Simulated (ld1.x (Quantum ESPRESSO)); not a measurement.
What one change does to a pseudopotential (Ge, TM)

- Element: germanium (Ge)
- Generator: ld1.x (Quantum ESPRESSO) 7.5
- Type: norm-conserving Troullier–Martins (Kleinman–Bylander form)
- Functional: PBE
- Relativity: scalar-relativistic
- Frozen core: [Ar] 3d10
- Valence charge: 4
- Reference configuration: 4s2 4p2
- Partial waves: 4s (bound): rc 1.45 bohr; 4d channel at -0.2 Ry: rc 1.65 bohr; 4p (bound): rc 2.05 bohr
- Local potential: the p channel
- Core correction: none

Change: wave 4p (bound): rc 2.05 bohr becomes 4p (bound): rc 2.68 bohr.

Cutoffs: the cutoffs (Ry, on a coarse ladder) from which the occupation-weighted sum of valence levels, in a spherical-Bessel basis at the reference potential, stays within 10 and 1 mRy of its value at 400 Ry; they do not see the model core or the augmentation charge, which bear on the density cutoff. Errors are all-electron minus pseudo energies relative to the spin-unpolarised reference configuration.

Problem. Predict the effect on cutoff, ghosts and configuration errors.

Solution. The potential gets neither clearly harder nor softer (35 Ry and 70 Ry → 35 Ry and 70 Ry); both files keep a bound ghost (d); of the 7 tests that both files solve, the error grows in 3 and shrinks in 2 by more than 15 % and 0.3 meV (median size 4.0 → 11.2 meV).

| quantity | base | changed |
| --- | --- | --- |
| cutoff, loose | 35 Ry | 35 Ry |
| cutoff, tight | 70 Ry | 70 Ry |
| bound ghosts | d | d |
| error for 4s2 4p1, meV [ΔE 7.44 eV] | -4.0 | -3.3 |
| error for 4s2 4p0, meV [ΔE 22.88 eV] | -17 | -21 |
| error for 4s1 4p0, meV [ΔE 57.67 eV] | +54 | +35 |
| error for 4s1 4p2, meV [ΔE 16.16 eV] | +3.7 | +11 |
| error for 4s1 4p3, meV [ΔE 7.97 eV] | +11 | +15 |
| error for 4s2 4p1.5, meV [ΔE 2.80 eV] | -0.8 | -0.6 |
| error for 4s2 4p2.3, meV [ΔE -0.88 eV] | +0.1 | +0.1 |

 A true bound ghost makes a file unfit for plane-wave use even where its test errors are small: the radial tests pick states by their node count and pass the ghost by.
